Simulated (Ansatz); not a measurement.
**A family of molecules: the vertical ionisation energy**

One atom is swapped for its congeners: CH4O `CO`; CH4S (methanethiol) `CS`; SeH(CH3). All are singlets with charge 0.

Shapes, held fixed at every level: PBE0-D4/def2-TZVP. Programs: Ansatz 0.2.0. Values in eV.

(1) How should the vertical ionisation energy change along the series?

Answers

(1) At CCSD(T)/def2-TZVPP the vertical ionisation energy falls at every step, from 10.99 to 8.96 eV. Every level shows the same order. Measured values: NIST CCCBDB. Relativity is left out for Se unless named. Correlated rows may include outer-core shells of Se, which these sets cover unevenly. The lone pairs of the heavier congeners lie higher, so an electron comes off more easily. Spin-orbit coupling, which grows down the group, is left out.

```
               level   CH4O  CH4S  SeH(CH3)
       HF/def2-TZVPP   9.69  8.28      7.94
r2SCAN-D4/def2-TZVPP  10.68  9.26      8.91
  PBE0-D4/def2-TZVPP  10.79  9.33      8.94
  wB97M-V/def2-TZVPP  10.89  9.41      8.96
   B2PLYP/def2-TZVPP  10.94  9.33      8.95
     CCSD/def2-TZVPP  10.94  9.32      8.91
  CCSD(T)/def2-TZVPP  10.99  9.37      8.96
            measured  10.96  9.44         –
```
